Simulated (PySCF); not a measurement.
## Radial density of S+ (sulfur, charge +1)

MN15, [Ne] 3s1 3p4, 3s spin antiparallel (an excited configuration). All numbers are calculated (PySCF 2.14, the spin-free X2C one-electron Hamiltonian (Gaussian nucleus), in aug-cc-pCVTZ-DK (8s7p5d3f, 75 functions)).

| r (bohr) | 4πr²ρ (e/bohr) | 4πr²(ρα − ρβ) |
| --- | --- | --- |
| 0.00210 | 0.1616 | -0.0006 |
| 0.00352 | 0.4181 | -0.0016 |
| 0.00593 | 1.057 | -0.0041 |
| 0.00997 | 2.551 | -0.0098 |
| 0.0168 | 5.677 | -0.0213 |
| 0.0282 | 10.99 | -0.0387 |
| 0.0474 | 16.80 | -0.0458 |
| 0.0798 | 17.76 | 0.0034 |
| 0.134 | 13.10 | 0.1253 |
| 0.226 | 14.35 | 0.1533 |
| 0.380 | 17.00 | 0.0097 |
| 0.639 | 7.520 | 0.0133 |
| 1.07 | 2.869 | 0.2109 |
| 1.81 | 2.773 | 0.5636 |
| 3.04 | 0.5791 | 0.1901 |
| 5.11 | 0.01699 | 0.0069 |
| 8.60 | 2.073e-05 | 0.0000 |

Densities and radii are taken from the X2C orbitals without a picture-change correction, which distorts them close to the nucleus.

With the s spin flipped the determinant is a mixture of two multiplicities, not a spectroscopic state.
